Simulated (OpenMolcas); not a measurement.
Mn4+ (d3) in a complex was computed by SS-CASPT2, IPEA 0.25 Eh, imaginary shift 0.1 Eh with the d shell active (OpenMolcas, ANO-RCC-VTZP on the metal). Its lowest spin-free states, and all those of the highest spin:

| 2S+1 | Degeneracy | E (cm-1) |
| --- | --- | --- |
| 4 | 1 | 0 |
| 2 | 1 | 14450 |
| 2 | 1 | 14480 |
| 2 | 2 | 14670 |
| 2 | 1 | 15020 |
| 2 | 1 | 23530 |
| 2 | 2 | 24460 |
| 4 | 1 | 28870 |
| 4 | 2 | 30550 |
| 4 | 2 | 38660 |
| 2 | 1 | 40620 |
| 2 | 2 | 41960 |
| 4 | 1 | 45680 |
| 4 | 1 | 63330 |
| 4 | 2 | 66600 |

Task: Is the site octahedral, tetrahedral or cube-like, axial, or of lower symmetry?

Result: The states with 2S+1 = 4 have orbital degeneracies 1, 1, 2, 2, 1, 1, 2. There are pairs but no triples, so the site is axial: not cubic, but with a proper or improper axis of order three or more. The run had Mn4+ with 6 ligands (fluoride) in tetragonal octahedral coordination (D4h) at 1.73 Å, the axial distance 1.609 Å. A charge of +0.333 e stands 3.2 Å behind each ligand. Ligand basis ANO-RCC-VDZP.

Over all roots computed the reference weight is 0.69 to 0.71; a low but even weight reflects the number of correlated electrons. The least metal-like active orbital is 79 % on the metal (Löwdin) and no ligand orbital is active, so the numbers are rough. Ligand-to-metal charge-transfer states are missing. With no ligand orbital active B as a rule stays too high, so bands that hang on it stand too high and its fall with covalency is understated. With one d shell and no ligand orbital active, 10Dq can be off by a tenth or more. The distance lies 6 % under the 1.84 Å that this model takes as the normal distance (a Shannon-type radius plus a fixed donor radius); by an R⁻⁵ law this alone changes a d-shell field by about +36 %. No measured value stands beside these numbers; the geometry is a model, was not optimised and need not be the one that this ion takes.
